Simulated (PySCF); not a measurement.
## Electronic structure of Cu (copper, neutral) at the r2SCAN level

Configuration: [Ar] 3d10 4p1, 2P determinant (an excited configuration). All numbers are calculated (PySCF 2.14, a scalar-relativistic core potential, in aug-cc-pVTZ-PP with ECP10MDF).

| Property | Result |
| --- | --- |
| Total energy | -197.0454 hartree |
| One-electron energy | -353.5157 hartree |
| Hartree (Coulomb) energy | 175.2784 hartree |
| Exchange-correlation energy | -18.8081 hartree |
| ⟨S²⟩ | 0.9557 |
| ⟨L²⟩ | 2.678 |
| Sum of ⟨r⟩ | 20.48 bohr |
| Sum of ⟨r²⟩ | 41.05 bohr² |
| Traceless quadrupole moment −½Σ⟨3z² − r²⟩ along its main axis | -8.62 e·bohr² |

```tsv
shell	electrons	mean orbital energy (hartree)	spread (hartree)	rms radius, mean of both spins (bohr)
3s β	1	-4.49487	0	0.766
3s α	1	-4.49086	0	0.766
3p β	3	-2.85723	0.00763	0.816
3p α	3	-2.85326	0.00753	0.816
3d β	5	-0.27036	0.00365	1.23
3d α	5	-0.26932	0.00202	1.23
4p α	1	-0.08283	0	4.56
```

Energies and moments cover only the electrons outside the core potential. ⟨S²⟩ = 0.96 against 0.75 shows spin contamination.
